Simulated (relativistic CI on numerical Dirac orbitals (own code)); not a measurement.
Mn+ in a cubic cluster: 3p photoemission with charge transfer

Computed with a charge-transfer multiplet model of a cubic metal-ligand cluster with up to 2 ligand holes, Slater and spin-orbit integrals from Dirac-Coulomb-Breit ions, Slater integrals scaled by 0.8. The ground state mixes d6 with configurations of k ligand holes L, whose averages lie at kΔ + k(k − 1)U_dd/2; a core hole lowers each added d electron by U_cd. 300 K, Lorentzian 0.9 eV and Gaussian 0.8 eV FWHM.

Atomic integrals in eV (Slater integrals scaled, ζ unscaled), ground: F2dd 7.203, F4dd 4.433, zeta_d 0.031; with the core hole: F2dd 8.311, F4dd 5.165, zeta_d 0.037, zeta_core 0.813, F2cd 9.272, G1cd 11.535, G3cd 6.962.

Cluster parameters (eV): U_dd = 7.1, U_cd = 8, 10Dq = 0.3, 10Dq(ligand) = 1.1, V(eg) = 2.25, V(t2g) = -1.21, final-state hopping factor = 1.

```tsv
Case	n_d	d6	d7L	d8L2	S
Δ = 5.6 eV	6.20	0.81	0.18	0.01	2.00
Δ = 8.6 eV	6.11	0.89	0.11	0.00	2.00
Δ = 9.6 eV	6.10	0.90	0.09	0.00	2.00
```

Weights, n_d and S are thermal averages at 300 K. Binding energies count from the first peak over 30 % of the highest in each spectrum, which can be another peak from case to case. The parameters are a model scan and need not match a compound or its usual spin state. Peaks in eV (height, largest 100):
- Δ = 5.6 eV: 0.0 (100), 3.7 (47), 6.4 (45), 11.5 (21), 15.3 (24), 20.3 (11), 22.5 (21)
- Δ = 8.6 eV: 0.0 (100), 4.5 (42), 7.3 (23), 9.9 (13), 11.6 (13), 16.1 (30), 18.6 (11), 20.4 (11), 22.0 (10)
- Δ = 9.6 eV: 0.0 (100), 4.7 (41), 7.7 (18), 10.9 (12), 11.9 (12), 16.4 (33), 20.0 (10)

For the case Δ = 8.6 eV, Δ = 8.6 eV is larger than U_dd = 7.1 eV, the Mott-Hubbard side of the Zaanen-Sawatzky-Allen scheme. With the core hole the configuration with one ligand hole lies at Δ − U_cd = -2.4, 0.6, 1.6 eV from the one without, in the order of the table; where this is negative the screened configuration lies lower, though the effective hopping of about 3.5 eV (from the holes of the mixed ground state) mixes the two strongly wherever it is as large as the gap.
